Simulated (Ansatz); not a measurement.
Computed with Ansatz on PBE0-D4/def2-TZVP structures; ΔE is electronic, products minus reactants. CCSD(T)/CBS adds triple-zeta CCSD(T) − MP2 to the extrapolated MP2 energy (def2 sets, frozen cores). This one scheme is used for every species. Functionals use def2-TZVPP. For Ga outer-core shells are correlated without core-valence functions, which leaves a few kJ/mol of doubt a bond. Scalar relativity is left out up to krypton.

Reaction (formal exchange of groups at a Ga–F bond): `[F][GaH2]` + acetylene → `C#[C][GaH2]` + H–F

```tsv
level	ΔE (kJ/mol)
LDA (SPW92)	56.8
BLYP-D4	67.3
BHLYP-D4	62.3
r2SCANh	61.9
CAM-B3LYP	70.7
MP2/def2-TZVPP	50.1
HF/def2-QZVPP	70.2
CCSD/CBS(def2)	53.0
```

Q: What does CCSD(T)/CBS give? (Estimate.)

A: Computed: +51.0 kJ/mol. The listed levels differ from it by 5.8, 16.3, 11.3, 10.9, 19.7, -0.9, 19.2, 2.0 kJ/mol.

Largest T1 diagnostic among the species: 0.014.

From r2SCAN to r2SCAN0 (25 % exact exchange), in def2-TZVPP and without D4, ΔE moves by −4.4 kJ/mol. In def2-TZVPP, CCSD(T) changes the Hartree–Fock value by −15.4 kJ/mol (the triples alone add −2.0 kJ/mol) and MP2 by −17.9 kJ/mol. At CCSD(T), def2-SVP lies +19.9 kJ/mol from the extrapolated value and def2-TZVPP +1.6 kJ/mol.
